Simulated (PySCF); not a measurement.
# Ge: interval between two levels

Ge [Ar] 3d10 4s2 4p2 [3P2, M_J = 2] → Ge [Ar] 3d10 4s1 4p2 4d1 [5F5, M_J = 5], as a difference of total energies. Calculation: PySCF 2.14, in x2c-SVPall-2c with one added diffuse shell each of s, p, d type (6s7p4d, 47 functions); the two-component X2C-1e Hamiltonian. Correlated levels: [Ne] frozen. "Screened" scales the spin-orbit matrix elements by Boettger's factors to mimic the two-electron term; Breit and QED terms are absent.

```
                    method  interval between two levels (cm⁻¹)
           GHF (spin-free)                               90090
          GMP2 (spin-free)                               99487
 GHF (screened spin-orbit)                               90282
GMP2 (screened spin-orbit)                               99674
```

The labels give the starting determinants; with spin-orbit coupling the two ends relaxed to ⟨J²⟩ = 6.01, ⟨L²⟩ = 2.05, ⟨S²⟩ = 1.98 and ⟨J²⟩ = 30.01, ⟨L²⟩ = 12.02, ⟨S²⟩ = 6.00.

The promoted electron is Rydberg-like, and one or two diffuse shells describe it only roughly, which tends to raise the upper state.
